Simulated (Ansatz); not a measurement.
Computed with Ansatz on PBE0-D4/def2-TZVP structures; ΔE is electronic, products minus reactants. CCSD(T)/CBS is the MP2 limit (def2-TZVPP, def2-QZVPP) plus CCSD(T) − MP2 in def2-TZVPP, frozen cores. Functionals use def2-TZVPP. Each species was taken in one conformer, which may not be the lowest.

Consider the cleavage of the Si–Si bond: `O[SiH](S)[SiH2][SiH3]` + `SC1CO1` → `[SiH3]SC1CO1` + `O[SiH]([SiH3])S`.

**Question.** Is it downhill or uphill in electronic energy at CCSD(T)/CBS, and by how much? (Best estimate.)

**Answer.** The calculation gave: Downhill: ΔE = -0.51 eV.

**Question.** What do these levels give: r2SCAN-D4, PBE0-D4, ωB97X-V, HF/def2-TZVPP, CCSD(T)/def2-TZVPP, HF/def2-QZVPP? (Estimate.)

**Answer.** Ansatz gave: r2SCAN-D4 -0.48, PBE0-D4 -0.43, ωB97X-V -0.50, HF/def2-TZVPP -0.62, CCSD(T)/def2-TZVPP -0.49, HF/def2-QZVPP -0.63 eV.

Largest T1 diagnostic among the species: 0.013.

From PBE to PBE0 (25 % exact exchange), in def2-TZVPP and without D4, ΔE moves by −0.03 eV. In def2-TZVPP, CCSD(T) changes the Hartree–Fock value by +0.13 eV (the triples alone add +0.01 eV) and MP2 by +0.04 eV.
